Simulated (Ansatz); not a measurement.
C2H8N2, triplet, at the geometry of the source list (a higher spin typed on purpose: for a closed-shell molecule this is an excited state). Base run: Ansatz (a quantum-chemistry and plane-wave program) with HF/def2-SVP.

Geometry (Å):
```xyz
12

N      1.8195     0.3283    -0.2285
C      0.5887     0.0666     0.4963
C     -0.5293    -0.2872    -0.4843
N     -1.7450    -0.6050     0.2435
H      2.5760     0.5273     0.4156
H      1.7068     1.1351    -0.8345
H      0.2562     0.9160     1.1203
H      0.7578    -0.7856     1.1579
H     -0.2314    -1.1712    -1.0521
H     -0.6497     0.5468    -1.1994
H     -2.4819    -0.8772    -0.3967
H     -2.0675     0.2061     0.7620
```
Charge 0, spin multiplicity 3.
Orbitals are unrestricted.
All else is at Ansatz's defaults.
Base energy -188.90704 Eh.

The base run was repeated with changes; each row names its change, and settings that it needs were set with it.

```tsv
change	ΔE vs base (kcal/mol)
base	0.000
point_charge = charge:-1.0 position_ang:-3.8777, 1.3722, -3.891	-6.52
accuracy = high	-0.002
point_charge = charge:0.5 position_ang:-0.2785, 2.3387, 5.149	-0.96
lower_state_search = full	0.000
lower_state_search = light	0.000
lower_state_search = off	0.008
fitting.mean_field = def2-universal-JKFIT	0.052
fitting.mean_field = cc-pVTZ-JKFIT	0.021
forces = on	0.000
nuclear_model = gaussian	0.012
```
